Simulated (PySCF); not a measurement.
**LaC: one state, many levels of theory**

State: doublet, about 0.1 electrons in the 4f shell (Mulliken). Set-up: basis La x2c-SVPall, C x2c-SVPall; spin-free X2C with a Gaussian nucleus; PySCF 2.14. De refers to La (5d1 6s2) + C in their high-spin ground configurations, without counterpoise correction. The functionals are run spin-unrestricted. A positive dipole means La(−)C(+). Levels whose curve was spin-contaminated or gave no clean fit are not listed.

| Level | Re (Å) | ωe (cm⁻¹) | De (eV) | μ (D) | CPU s a point (SCF and correlation, without the integrals) |
| --- | --- | --- | --- | --- | --- |
| ROHF | 1.949 | 765 | n/a | -8.79 | 0.78 |
| ROHF-MP2 | 1.968 | 794 | n/a | n/a | 1.5 |
| ROHF-SCS-MP2 | 1.971 | 778 | n/a | n/a | n/a |
| ROHF-CCSD | 1.967 | 746 | 3.68 | n/a | n/a |
| ROHF-CCSD(T) | 1.985 | 716 | 4.02 | n/a | 52 |
| PBE | 1.951 | 752 | 5.18 | -6.43 | 4 |
| r²SCAN | 1.946 | 769 | 4.69 | -6.73 | 4.8 |
| PBE0 | 1.933 | 788 | 4.72 | -7.06 | 5 |
| M06 | 1.932 | 766 | 4.69 | -6.88 | 5.4 |
| LC-ωPBE | 1.896 | 861 | 4.69 | -8.00 | 7.1 |

(1) Which functional lies closest to ROHF-CCSD(T) in De, which farthest, and by how much do they differ from it?

(2) What does a quarter of exact exchange do here, going from PBE to PBE0?

(3) What does the step from GGA to meta-GGA do here, going from PBE to r²SCAN?

Correlated steps freeze 19 core orbitals. Correlated levels converge slowly with the basis: in double zeta they bind strong bonds too weakly, by up to about 1 eV, and carry superposition errors of some tenths. Spin–orbit coupling is left out, which matters for elements this heavy, above all for dissociation energies. With d or f electrons several states lie close, and the lowest PBE0 determinant need not be the measured ground state.

The whole job (state search and all levels along the bond) took about 8.7 min on 2 threads of Arm Neoverse V1 (shared host), peak memory 1.8 GiB.

Answers

(1) Closest is r²SCAN (-3.9 pm in Re, +7.4 % in ωe, +0.67 eV in De against ROHF-CCSD(T) in the same basis), farthest PBE (-3.4 pm in Re, +5.0 % in ωe, +1.16 eV in De). CCSD(T) converges more slowly with the basis than the functionals do and binds too weakly in this one, so the order can change at the basis-set limit.

(2) PBE0 less PBE: -1.8 pm in Re, +4.8 % in ωe, -0.46 eV in De. Exact exchange removes part of the self-interaction that spreads semilocal densities, and in most molecules shortens and stiffens the bond and lowers De; so it does here.

(3) r²SCAN less PBE: -0.5 pm in Re, +2.3 % in ωe, -0.49 eV in De.
